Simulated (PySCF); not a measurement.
BHFBr, SMILES FBBr. Atoms are numbered in the order given.

```xyz
4

B     -0.5522    -1.0980     0.0000
H     -1.7100    -1.3499     0.0000
F      0.3426    -2.0582     0.0000
Br     0.0397     0.7247     0.0000
```

The structure is a stationary point at B3LYP-D3(BJ)/def2-TZVP.

Level of theory: B3LYP-D3(BJ)/def2-TZVP (PySCF).

Frequencies are harmonic and unscaled.

```csv
mode,ν (cm⁻¹),IR (km/mol),moving atoms (share of kinetic energy)
1,326,1.4,"F 65 %, Br 21 %, B 14 %"
2,679,90.5,"B 72 %, H 16 %, Br 10 %"
3,827,23.7,"H 61 %, B 36 %"
4,1090,63.8,"H 83 %, F 9 %, B 9 %"
5,1308,385.9,"B 65 %, F 31 %"
6,2695,86.7,"H 91 %, B 9 %"
```
